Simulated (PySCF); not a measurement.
Compound: C5H6ClF.
Atom-mapped SMILES: `[CH2:1]=[CH:2]/[C:3]([F:4])=[C:5](/[CH3:6])[Cl:7]` (hydrogens: H8, H9 on C1; H10 on C2; H11, H12, H13 on C6)

The same species was optimised twice, with GFN2-xTB and with PBE0-D3(BJ)/def2-SVP (PySCF), and the same property calculations (PySCF, gas phase) were run on both structures.

```tsv
coordinate	GFN2-xTB	PBE0-D3(BJ)/def2-SVP	change
C3–F4 (Å)	1.359	1.341	-0.018
C1=C2 (Å)	1.330	1.340	+0.010
C3=C5 (Å)	1.341	1.349	+0.008
C5–Cl7 (Å)	1.727	1.734	+0.007
C2–C3 (Å)	1.445	1.448	+0.003
C5–C6 (Å)	1.490	1.486	-0.004
C3–C5–C6 (°)	125.3	124.7	-0.6
F4–C3–C5 (°)	116.7	117.1	+0.4
C2–C3–F4 (°)	115.1	114.7	-0.4
C6–C5–Cl7 (°)	115.1	115.5	+0.4
C3–C5–Cl7 (°)	119.5	119.8	+0.3
C2–C3–C5 (°)	128.2	128.1	-0.1
C1–C2–C3 (°)	123.3	123.4	+0.1
C1–C2–C3–F4 (°)	0	-1	-1
```

Rotational constants: A = 3270, B = 1585, C = 1075 MHz (GFN2-xTB) against A = 3275, B = 1571, C = 1069 MHz (PBE0-D3(BJ)/def2-SVP).

On the GFN2-xTB structure: lowest singlet, TDDFT (eV) 5.36 [CAM-B3LYP/def2-SVPD]; lowest triplet, Tamm–Dancoff (eV) 3.00 [CAM-B3LYP/def2-SVPD]; isotropic polarisability (au) 82.0 [CAM-B3LYP/def2-SVPD]; HOMO (eV) -7.96 [CAM-B3LYP/def2-SVPD]; LUMO (eV) -0.19 [CAM-B3LYP/def2-SVPD]; dipole (D) 0.07 [CAM-B3LYP/def2-SVPD]; HOMO (eV) -6.69 [PBE0/pcSseg-1]; LUMO (eV) -1.19 [PBE0/pcSseg-1]; dipole (D) 0.14 [PBE0/pcSseg-1]; GIAO shielding of C1 (ppm) 63.0 [PBE0/pcSseg-1]; GIAO shielding of C2 (ppm) 54.9 [PBE0/pcSseg-1]; GIAO shielding of C3 (ppm) 22.5 [PBE0/pcSseg-1]; GIAO shielding of F4 (ppm) 308.9 [PBE0/pcSseg-1]; GIAO shielding of C5 (ppm) 56.6 [PBE0/pcSseg-1]; GIAO shielding of C6 (ppm) 165.6 [PBE0/pcSseg-1]; GIAO shielding of Cl7 (ppm) 759.6 [PBE0/pcSseg-1].

Question: What do these properties become on the PBE0-D3(BJ)/def2-SVP structure?

Answer: 
```csv
property,level,on GFN2-xTB,on PBE0-D3(BJ)/def2-SVP,change
"lowest singlet, TDDFT (eV)",CAM-B3LYP/def2-SVPD,5.36,5.29,-0.07
"lowest triplet, Tamm–Dancoff (eV)",CAM-B3LYP/def2-SVPD,3.00,2.93,-0.07
isotropic polarisability (au),CAM-B3LYP/def2-SVPD,82.0,83.2,+1.2
HOMO (eV),CAM-B3LYP/def2-SVPD,-7.96,-7.91,+0.05
LUMO (eV),CAM-B3LYP/def2-SVPD,-0.19,-0.23,-0.04
dipole (D),CAM-B3LYP/def2-SVPD,0.07,0.17,+0.10
"energy, GFN2-xTB geometry as zero (kcal/mol)",CAM-B3LYP/def2-SVPD,0.0,-0.3,-0.3
HOMO (eV),PBE0/pcSseg-1,-6.69,-6.64,+0.05
LUMO (eV),PBE0/pcSseg-1,-1.19,-1.23,-0.04
dipole (D),PBE0/pcSseg-1,0.14,0.24,+0.10
"energy, GFN2-xTB geometry as zero (kcal/mol)",PBE0/pcSseg-1,0.0,-0.2,-0.2
GIAO shielding of C1 (ppm),PBE0/pcSseg-1,63.0,60.4,-2.6
GIAO shielding of C2 (ppm),PBE0/pcSseg-1,54.9,52.5,-2.4
GIAO shielding of C3 (ppm),PBE0/pcSseg-1,22.5,23.0,+0.5
GIAO shielding of F4 (ppm),PBE0/pcSseg-1,308.9,310.3,+1.4
GIAO shielding of C5 (ppm),PBE0/pcSseg-1,56.6,55.6,-1.0
GIAO shielding of C6 (ppm),PBE0/pcSseg-1,165.6,164.2,-1.4
GIAO shielding of Cl7 (ppm),PBE0/pcSseg-1,759.6,757.2,-2.4
```

The heavy atoms differ by 0.013 Å rms after alignment. Among bonds between heavy atoms C3–F4 changes most (-0.018 Å). Changes are differences of the printed values. Neither structure is proved a minimum here.

Conformer computed: `[CH2:1]=[CH:2]/[C:3]([F:4])=[C:5](/[CH3:6])[Cl:7]`: C1–C2–C3–F4 -1°.
